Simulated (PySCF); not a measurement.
# Dipole response of N⁺ (nitrogen, charge +1)

[He] 2s2 2p2, high-spin 3P determinant. Calculation: PySCF 2.14, in dyall-acv3z; scalar relativity by spin-free X2C-1e. Coupled (time-dependent) response in atomic units; α is the mean over directions.

```
method  mean α (bohr³)         α xx, yy, zz  C₆ (like pair)  S(−4)
   UHF           3.919  3.986, 3.886, 3.886           8.195  13.37
   PBE           3.907  3.915, 3.903, 3.903           8.456  10.37
  PBE0           3.858  3.885, 3.845, 3.845           8.275  10.44
 B3LYP           3.821  3.862, 3.801, 3.801           8.187  9.883
M06-2X           3.683  3.723, 3.663, 3.663           7.740  8.942
```

S(−4) is the Cauchy moment in α(ω) = α(0) + S(−4) ω² + …

α(iu) at B3LYP:

```csv
u (hartree),α(iu) (bohr³)
0,3.821
0.0500,3.797
0.100,3.726
0.200,3.480
0.300,3.159
0.500,2.510
0.750,1.872
1.00,1.426
1.50,0.8907
2.00,0.6031
3.00,0.3260
5.00,0.1392
```

A single London oscillator, α(iu) = α/(1 + u²/ω²), gives C₆ = (3/4) ω α². Matching the computed C₆ needs ω = 4 × 8.187 / (3 × 3.821²) = 0.748 hartree.

For an ion, C₆ is the dispersion term alone; charge-induced terms of lower order in 1/R come first.

The components differ because the open shell of this determinant is not spherical; for a pure term their mean is the scalar polarisability.
